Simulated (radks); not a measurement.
Task: Isoelectronic series with 28 electrons, each ion in its NIST ground configuration. Calculated with a radial shooting solver on a logarithmic mesh with Libxc functionals: scalar-relativistic Kohn-Sham, SCAN, spin-unpolarised, spherical densities, finite nucleus; meta-GGA in the generalised Kohn-Sham scheme; Fermi nuclear charge, rms radius of each element as measured or else 0.836 A^(1/3) + 0.57 fm. Total energies (hartree) and orbital eigenvalues (hartree):

ion,configuration,E (hartree),3d,3p,3s,2p
Zn2+,[Ar] 3d10,-1795.43163,-1.14091,-3.93178,-5.68039,-37.94554
Ge4+,[Ar] 3d10,-2095.54805,-2.88802,-6.17526,-8.19136,-46.19394
Se6+,[Ar] 3d10,-2421.19344,-5.17415,-8.97170,-11.27842,-55.57773
Kr8+,[Ar] 3d10,-2772.44047,-7.95554,-12.27301,-14.89136,-66.05225
Sr10+,[Ar] 3d10,-3149.42798,-11.21318,-16.06020,-19.01130,-77.60019
Zr12+,[Ar] 3d10,-3552.33348,-14.93729,-20.32473,-23.63096,-90.21491
Mo14+,[Ar] 3d10,-3981.36058,-19.12223,-25.06266,-28.74843,-103.8948
Ru16+,[Ar] 3d10,-4436.74191,-23.76461,-30.27248,-34.36481,-118.6409
Pd18+,[Ar] 3d10,-4918.72902,-28.86229,-35.95407,-40.48307,-134.4564
Cd20+,[Ar] 3d10,-5427.59373,-34.41397,-42.10826,-47.10750,-151.3456
Sn22+,[Ar] 3d10,-5963.63426,-40.41888,-48.73653,-54.24353,-169.3137
Te24+,[Ar] 3d10,-6527.16319,-46.87666,-55.84085,-61.89743,-188.3670
Xe26+,[Ar] 3d10,-7118.52800,-53.78724,-63.42362,-70.07643,-208.5122
Ba28+,[Ar] 3d10,-7738.0895,-61.15078,-71.48756,-78.78850,-229.7570
Nd32+,[Ar] 3d10,-9063.3978,-77.23825,-89.07137,-97.84789,-275.5776
Sm34+,[Ar] 3d10,-9769.9752,-85.96331,-98.59813,-108.2150,-300.1712
Gd36+,[Ar] 3d10,-10506.4938,-95.14352,-108.6198,-119.1555,-325.8998
Dy38+,[Ar] 3d10,-11273.4468,-104.7797,-119.1404,-130.6817,-352.7733
Er40+,[Ar] 3d10,-12071.3900,-114.8728,-130.1643,-142.8071,-380.8025
Yb42+,[Ar] 3d10,-12900.8794,-125.4239,-141.6960,-155.5456,-409.9984

Estimate the row of Ce30+ ([Ar] 3d10).

Result: E (hartree) -8386.2405; 3d -68.96762; 3p -80.03571; 3s -88.04244; 2p -252.1092.
